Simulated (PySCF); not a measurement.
## A small calculation by hand: oscillator strength and radiative lifetime

Bi(F)2(SiH3) (BiF₂H₃Si), SMILES [F][Bi]([F])[SiH3].

Coordinates come from a B3LYP-D3(BJ)/def2-SVP optimisation. The def2 effective core potentials stand for the cores of Bi; spin–orbit coupling is left out.

TDA-B3LYP/def2-SVPD (PySCF) puts the first singlet state with f over 0.02 at 6.16 eV (vertical), with the transition dipole (2.040, -0.334, 0.000) in atomic units.

Task: Find the oscillator strength, the wavelength and the radiative lifetime that this transition would have in vacuum if emission retraced absorption.

Result: 
|μ|² = 4.2732 au, so |μ| = 5.25 D. ΔE = 6.16/27.211 = 0.2264 hartree. f = (2/3) ΔE |μ|² = 0.645 (the program prints 0.645).
λ = 1239.84/6.16 = 201 nm; ν = 49684 cm⁻¹.
Einstein's coefficient A = 0.6670 ν² f s⁻¹ (ν in cm⁻¹) = 1.1e9 s⁻¹, so τ = 1/A = 0.94 ns. This state is S3; the lower singlets have f = 0.001, 0.006. The figure is the radiative limit of this one transition; relaxation, internal conversion, crossing to triplets and a medium change what is measured.
